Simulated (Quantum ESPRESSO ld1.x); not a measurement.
The numbers below are computed, except where a source is named.
V14+, configuration [He] 2s2 2p5 (the NIST ground configuration). Code: ld1.x of Quantum ESPRESSO 7.5. Model: scalar-relativistic Kohn-Sham, BLYP, spin-unpolarised, spherical densities, point nucleus.

Unscreened Slater integrals over Kohn-Sham orbitals (hartree). Empty in this configuration: 3d, 3p, 3s.

\begin{tabular}{lr}
integral & value \\ \hline
F0(3d,3d) & 1.3182 \\
F2(3d,3d) & 0.68114 \\
F4(3d,3d) & 0.44059 \\
F0(3d,3p) & 1.2422 \\
F2(3d,3p) & 0.60894 \\
G1(3d,3p) & 0.67040 \\
G3(3d,3p) & 0.44469 \\
F0(3d,3s) & 1.2310 \\
G2(3d,3s) & 0.51439 \\
F0(3d,2p) & 1.6789 \\
F2(3d,2p) & 0.47104 \\
G1(3d,2p) & 0.41905 \\
G3(3d,2p) & 0.24079 \\
F0(3d,2s) & 1.6630 \\
G2(3d,2s) & 0.38587 \\
F0(3p,3p) & 1.1979 \\
F2(3p,3p) & 0.60877 \\
F0(3p,3s) & 1.1866 \\
G1(3p,3s) & 0.78119 \\
F0(3p,2p) & 1.5882 \\
F2(3p,2p) & 0.38561 \\
G0(3p,2p) & 0.15598 \\
G2(3p,2p) & 0.16831 \\
F0(3p,2s) & 1.5459 \\
G1(3p,2s) & 0.12199 \\
F0(3s,3s) & 1.1780 \\
F0(3s,2p) & 1.5424 \\
G1(3s,2p) & 0.15409 \\
F0(3s,2s) & 1.5127 \\
G0(3s,2s) & 0.12200 \\
F0(2p,2p) & 3.4758 \\
F2(2p,2p) & 1.6441 \\
F0(2p,2s) & 3.2034 \\
G1(2p,2s) & 1.8485 \\
F0(2s,2s) & 3.0278 \\
\end{tabular}

Derived for the open shells (J is the average intra-shell exchange parameter used in DFT+U). 2p: J = F2/5 = 0.3288 hartree.
